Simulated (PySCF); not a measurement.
Work out the structure from these simulated measurements.

Elements present: C, H and O. Monoisotopic mass: 116.0837 u.

| Property | Result |
| --- | --- |
| Dipole | 1.83 D [PBE0/def2-SVPD] |
| NMR, other nuclei | isotropic shieldings of nuclei other than C and H, by class: -113 (1 O), 127 (1 O) ppm [GIAO PBE0/pcSseg-1] |
| UV, strongest line | among the 6 lowest singlet transitions: S3 at 7.77 eV (160 nm, f = 0.125) [TDDFT PBE0/def2-SVPD] |
| Triplet | lowest triplet excitation (Tamm–Dancoff): 5.40 eV [TDA PBE0/def2-SVPD] |
| 13C NMR | chemical shifts (computed TMS as zero) by class: 176.1 (1 C), 73.7 (1 C), 31.4 (1 C), 23.6 (1 C), 20.7 (2 C) ppm [GIAO PBE0/pcSseg-1] |
| Rotational structure | rotational constants A, B, C: 3.988, 1.136, 1.016 GHz [GFN2-xTB] |

The electronic properties come from PySCF, for the isolated species, density fitting. Levels stand in brackets. Isolated species at its GFN2-xTB geometry (one conformer only). GFN2-xTB frequencies show an imaginary mode (34i cm⁻¹), so this geometry is no minimum at that level. NMR values are class means; diastereotopic atoms form classes of their own.

Problem. Which formula fits the mass and the elements?

Solution. C6H12O2 (calculated 116.0837). No other formula that holds each of these elements comes within 0.0003 u with a fitting electron parity and a possible valence count.

Problem. Give a SMILES that accounts for the data.

Solution. Numbering: `[CH3:1][C:2](=[O:3])[O:4][CH2:5][CH:6]([CH3:7])[CH3:8]`. Its formula, C6H12O2, gives 1 degree of unsaturation: 0 rings and 1 π bond in the structure found. 6 carbons fall into 5 classes; from least to most shielded: ester carbonyl carbon [C2] (176.1 ppm), sp3 carbon bound to oxygen [C5] (73.7 ppm), sp3 CH carbon [C6] (31.4 ppm), methyl carbon next to a carbonyl [C1] (23.6 ppm), methyl carbon [C7/C8] (20.7 ppm, 2 C). The other shieldings belong to: -113 ppm, ester carbonyl oxygen [O3]; 127 ppm, ester single-bonded oxygen [O4]. The optimised geometry has point group C1 and is an asymmetric top. Structure: `CC(=O)OCC(C)C` (isobutyl acetate). Computed isomers that give other values at the same levels: `CCC[C@H](C)C(=O)O` (13C chemical shifts (computed TMS as zero) by class: 182.5 (1 C), 43.5 (1 C), 40.2 (1 C), 26.5 (1 C), 22.8 (1 C), 17.0 (1 C) ppm); `CCCC(=O)OCC` (13C chemical shifts (computed TMS as zero) by class: 180.2 (1 C), 63.2 (1 C), 43.3 (1 C), 26.5 (1 C), 17.6 (1 C), 16.6 (1 C) ppm); `CCCCC(=O)OC` (13C chemical shifts (computed TMS as zero) by class: 180.4 (1 C), 52.8 (1 C), 38.0 (1 C), 30.5 (1 C), 26.7 (1 C), 17.1 (1 C) ppm). The assignments are read from this structure; whether some other isomer fits the data as well wasn't checked.

Conformer computed: `[CH3:1][C:2](=[O:3])[O:4][CH2:5][CH:6]([CH3:7])[CH3:8]`: C1–C2–O4–C5 -178°, C2–O4–C5–C6 82°, O4–C5–C6–C7 62°.
